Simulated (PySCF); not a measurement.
Record of a relaxation.

C3H5BF2O.
Bonds: C1–C2 (double), C2–O3, O3–C4, C2–B5, B5–F6, B5–F7. Hydrogens: H8, H9 on C1; H10, H11, H12 on C4.

Computed by this run: PBE0-D3(BJ)/def2-SVP geometry optimisation, gas phase (PySCF 2.14.0); density fitting, grid level 1; the optimiser is geomeTRIC in internal coordinates, started from a GFN2-xTB structure with every atom displaced at random (about 0.01 Å). The frame can shift and turn from step to step; on so coarse a grid that alone can change the energy by a few meV, and forces under 0.02 eV/Å are noise.

Step 0: E = -11331.5421 eV, largest atomic force 2.263 eV/Å
```
atom  x, y, z in Å  |  force x, y, z in eV/Å
C1      0.948   -0.564   -0.826   -1.949   0.903   0.712
C2      0.439    0.018    0.286   -0.522  -0.019  -0.051
O3     -0.876    0.383    0.478    2.092  -0.170   0.513
C4     -1.741    0.160   -0.562   -2.003  -0.153   0.779
B5      1.380    0.310    1.496    0.403   0.260   0.780
F6      0.977    0.867    2.630   -0.269  -0.118  -0.416
F7      2.679    0.023    1.474   -0.356  -0.109  -0.412
H8      0.348   -0.759   -1.701   -0.214  -0.190  -0.393
H9      1.969   -0.781   -0.863    1.837  -0.437  -0.035
H10    -2.736    0.513   -0.179    0.558  -0.188  -0.491
H11    -1.856   -0.911   -0.788    0.139  -0.174  -0.194
H12    -1.491    0.714   -1.453    0.283   0.395  -0.791
```

Step 1: E = -11331.6215 eV, largest atomic force 0.728 eV/Å
```
atom  x, y, z in Å  |  force x, y, z in eV/Å
C1      0.947   -0.358   -0.907    0.672  -0.261  -0.100
C2      0.459    0.008    0.290    0.049  -0.146   0.317
O3     -0.839    0.026    0.644   -0.454   0.249  -0.245
C4     -1.787   -0.206   -0.372    0.280   0.130   0.041
B5      1.412    0.581    1.392   -0.125   0.374  -0.437
F6      0.931    1.143    2.479    0.119  -0.168   0.106
F7      2.709    0.667    1.158   -0.001  -0.145   0.263
H8      0.336   -0.661   -1.754   -0.079  -0.094  -0.072
H9      2.042   -0.433   -1.020   -0.411   0.264  -0.060
H10    -2.784   -0.042    0.053    0.011   0.086   0.077
H11    -1.732   -1.240   -0.739    0.042  -0.201  -0.085
H12    -1.622    0.476   -1.234   -0.103  -0.088   0.195
```

Step 2: E = -11331.6613 eV, largest atomic force 0.684 eV/Å
```
atom  x, y, z in Å  |  force x, y, z in eV/Å
C1      0.980   -0.355   -0.917   -0.136   0.002   0.051
C2      0.460    0.052    0.259    0.082   0.413  -0.021
O3     -0.845    0.097    0.603    0.010  -0.027  -0.179
C4     -1.798   -0.219   -0.376    0.087  -0.065   0.092
B5      1.395    0.640    1.367    0.067  -0.638   0.235
F6      0.926    1.122    2.496   -0.062   0.178  -0.047
F7      2.707    0.557    1.246    0.031   0.173  -0.123
H8      0.379   -0.738   -1.744   -0.004  -0.008  -0.023
H9      2.061   -0.296   -1.063   -0.057  -0.043   0.048
H10    -2.782   -0.028    0.071   -0.024  -0.013  -0.027
H11    -1.738   -1.281   -0.678    0.009   0.022  -0.005
H12    -1.673    0.411   -1.275   -0.003   0.006  -0.001
```

Step 3: E = -11331.6807 eV, largest atomic force 0.217 eV/Å
```
atom  x, y, z in Å  |  force x, y, z in eV/Å
C1      0.945   -0.337   -0.912    0.104   0.004   0.036
C2      0.457    0.081    0.272   -0.119   0.019  -0.180
O3     -0.852    0.135    0.594   -0.038   0.043   0.071
C4     -1.782   -0.226   -0.389    0.014  -0.026   0.124
B5      1.409    0.606    1.396    0.045  -0.053   0.007
F6      0.955    1.127    2.514   -0.064  -0.002   0.002
F7      2.720    0.543    1.248   -0.013  -0.015  -0.047
H8      0.324   -0.699   -1.735    0.031   0.033   0.036
H9      2.023   -0.313   -1.071    0.051  -0.042   0.002
H10    -2.777   -0.035    0.032   -0.007  -0.018  -0.017
H11    -1.700   -1.296   -0.656    0.011   0.037  -0.002
H12    -1.651    0.376   -1.305   -0.017   0.020  -0.032
```

Step 4: E = -11331.6788 eV, largest atomic force 0.319 eV/Å
```
atom  x, y, z in Å  |  force x, y, z in eV/Å
C1      0.982   -0.326   -0.923   -0.236  -0.044  -0.022
C2      0.453    0.099    0.241    0.102  -0.127   0.205
O3     -0.852    0.173    0.579    0.072   0.024  -0.146
C4     -1.801   -0.216   -0.372    0.022  -0.029  -0.036
B5      1.399    0.573    1.388   -0.003   0.305  -0.093
F6      0.923    1.107    2.492    0.046  -0.084   0.064
F7      2.711    0.515    1.246   -0.010  -0.086   0.073
H8      0.390   -0.668   -1.774   -0.023  -0.005  -0.020
H9      2.066   -0.343   -1.028    0.026   0.033   0.006
H10    -2.790   -0.032    0.065    0.003  -0.003  -0.004
H11    -1.709   -1.290   -0.620    0.016   0.005  -0.013
H12    -1.701    0.368   -1.305   -0.016   0.013  -0.013
```

Step 5: E = -11331.6879 eV, largest atomic force 0.076 eV/Å
```
atom  x, y, z in Å  |  force x, y, z in eV/Å
C1      0.961   -0.330   -0.916   -0.006  -0.012  -0.013
C2      0.454    0.108    0.252   -0.001  -0.056   0.026
O3     -0.854    0.180    0.577   -0.010   0.070  -0.028
C4     -1.789   -0.216   -0.385    0.009  -0.016   0.007
B5      1.403    0.594    1.392    0.002  -0.005   0.021
F6      0.940    1.108    2.510    0.013  -0.005   0.001
F7      2.714    0.501    1.258   -0.023   0.005  -0.003
H8      0.353   -0.674   -1.755    0.001  -0.007   0.003
H9      2.044   -0.348   -1.040    0.010   0.017  -0.005
H10    -2.784   -0.047    0.045    0.004  -0.001   0.004
H11    -1.681   -1.287   -0.635    0.008   0.000  -0.013
H12    -1.689    0.372   -1.314   -0.007   0.011  -0.001
```

Step 6: E = -11331.6886 eV, largest atomic force 0.035 eV/Å
```
atom  x, y, z in Å  |  force x, y, z in eV/Å
C1      0.961   -0.336   -0.911    0.005   0.005   0.002
C2      0.452    0.106    0.255   -0.007  -0.016   0.008
O3     -0.856    0.189    0.573   -0.004   0.033  -0.011
C4     -1.788   -0.210   -0.391   -0.007  -0.017   0.007
B5      1.401    0.590    1.397    0.016   0.003   0.008
F6      0.943    1.105    2.517   -0.016  -0.012  -0.005
F7      2.711    0.494    1.262    0.007  -0.001  -0.006
H8      0.355   -0.683   -1.750    0.001   0.006   0.000
H9      2.045   -0.347   -1.036    0.004  -0.012   0.005
H10    -2.784   -0.050    0.040   -0.001  -0.004  -0.001
H11    -1.671   -1.279   -0.648    0.000   0.007  -0.006
H12    -1.694    0.385   -1.318    0.003   0.009  -0.002
```

Step 7: E = -11331.6892 eV, largest atomic force under 0.02 eV/Å
```
atom  x, y, z in Å  |  force x, y, z in eV/Å
C1      0.963   -0.340   -0.906    0.015   0.009   0.008
C2      0.451    0.109    0.257   -0.003   0.001  -0.018
O3     -0.859    0.210    0.562    0.006   0.002   0.013
C4     -1.786   -0.200   -0.401   -0.013   0.000  -0.008
B5      1.398    0.581    1.405   -0.012  -0.006  -0.003
F6      0.936    1.090    2.527    0.000  -0.006   0.002
F7      2.707    0.479    1.274    0.007   0.004   0.002
H8      0.357   -0.679   -1.749    0.004   0.004  -0.002
H9      2.047   -0.365   -1.023   -0.004  -0.015   0.006
H10    -2.784   -0.053    0.031   -0.002  -0.001  -0.002
H11    -1.656   -1.266   -0.661   -0.003   0.006   0.001
H12    -1.701    0.398   -1.327    0.004   0.002   0.000
```

Step 8: E = -11331.6892 eV, largest atomic force 0.023 eV/Å
```
atom  x, y, z in Å  |  force x, y, z in eV/Å
C1      0.968   -0.345   -0.900    0.015  -0.001   0.008
C2      0.449    0.110    0.257   -0.009   0.019  -0.005
O3     -0.862    0.228    0.551    0.004  -0.015   0.013
C4     -1.787   -0.186   -0.413   -0.006   0.013  -0.018
B5      1.391    0.569    1.415   -0.002  -0.011  -0.005
F6      0.928    1.066    2.541   -0.011  -0.007   0.000
F7      2.701    0.466    1.287    0.019  -0.001   0.002
H8      0.369   -0.673   -1.752   -0.004  -0.001   0.003
H9      2.053   -0.389   -1.002   -0.006  -0.001   0.000
H10    -2.785   -0.047    0.019   -0.001   0.006  -0.003
H11    -1.649   -1.251   -0.675   -0.003   0.001   0.003
H12    -1.705    0.414   -1.338    0.004  -0.003   0.002
```

Problem. Summarise the path.

Solution. The energy falls by 3.39 kcal/mol from step 0 to step 8; nine tenths of that is first reached at step 3. It rises by more than 0.2 meV at step 4. The largest force goes from 2.263 to 0.023 eV/Å. Among the bonds C1–H9 changes most, from 1.045 to 1.091 Å; the atoms move by 0.038 Å rms after alignment.

Problem. Follow the three bonds and two angles with the largest change from start to end.

Solution. 
```
step  E above end (kcal/mol)  largest force (eV/Å)  C1–H9 (Å)  C2–O3 (Å)  O3–C4 (Å)  F6–B5–F7 (°)  H10–C4–H11 (°)
   0                    3.39                 2.263      1.045      1.378      1.371         113.7           106.5
   1                    1.56                 0.728      1.103      1.345      1.409         118.5           108.4
   2                    0.64                 0.684      1.092      1.350      1.403         117.1           109.1
   3                    0.20                 0.217      1.089      1.349      1.401         117.2           109.2
   4                    0.24                 0.319      1.090      1.350      1.399         117.8           109.1
   5                    0.03                 0.076      1.090      1.349      1.399         117.6           109.1
   6                    0.01                 0.035      1.090      1.349      1.399         117.5           109.2
   7                    0.00            under 0.02      1.091      1.349      1.399         117.6           109.2
   8                    0.00                 0.023      1.091      1.349      1.399         117.5           109.2
```

The cost below is that of the whole optimisation. Hardware: one thread, Arm Neoverse V1 (aarch64), shared host with 32 logical CPUs at a one-minute load of 17. Cost: 54 s wall, 0.49 GiB resident at most.
